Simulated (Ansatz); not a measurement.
Results of the Gaussian-basis code of Ansatz.

A structure relaxed at PBE0-D4/def2-TZVP, charge 0, multiplicity 1:

Cartesian coordinates in Å:
```
C -1.756 -0.018 0.377
Si 0.038 0.316 0.774
S 0.616 2.348 0.411
Si 1.442 -1.021 -0.536
Cl 1.157 -0.381 -2.489
H -2.402 0.659 0.939
H -1.946 0.131 -0.689
H -2.021 -1.047 0.632
H 0.315 0.106 2.221
H 0.569 2.222 -0.927
H 1.109 -2.470 -0.503
H 2.878 -0.844 -0.210
```

(1) Give its formula and SMILES.

(2) Summarise the bond lengths by kind.

Answers

(1) CH7ClSSi2, `C[SiH](S)[SiH2]Cl`.

(2) 1 × C–Si 1.868 Å; 3 × C–H 1.092 to 1.093 Å; 1 × S–Si 2.143 Å; 1 × Si–Si 2.340 Å; 3 × H–Si 1.484 to 1.488 Å; 1 × H–S 1.345 Å; 1 × Cl–Si 2.074 Å.
